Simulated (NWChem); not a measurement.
Species: C$_{4}$H$_{4}$OS; SMILES C#CCSC=O

```xyz
10

C      1.1383     2.6261     0.3523
C      0.2369     1.8959     0.0064
C     -0.8309     1.0092    -0.4166
S     -0.8619    -0.5992     0.4556
C      0.5389    -1.3720    -0.3178
O      0.9127    -2.4743    -0.0544
H      1.9360     3.2751     0.6647
H     -0.7875     0.8254    -1.5024
H     -1.8158     1.4574    -0.2117
H      1.0278    -0.7122    -1.0787
```
Atoms are numbered in this order, from 1.

Computed with NWChem. Pople sets run with spherical d functions. Coordinates come from a PBE0/def2-SVP optimisation. B3LYP is NWChem's, with the RPA form of VWN correlation. Atomic charges in e: unrestrained fits to the electrostatic potential beside Mulliken populations; buried atoms are poorly determined by the fit.

For level Hartree-Fock/6-31G*:

```
Quantity     Value
-----------  -----
Mulliken C2   0.14
Mulliken C3  -0.61
Mulliken S4   0.21
```

How do the values read with level B3LYP/def2-SVP instead?


* **Mulliken C2**: 0.34
* **Mulliken C3**: -0.08
* **Mulliken S4**: 0.00
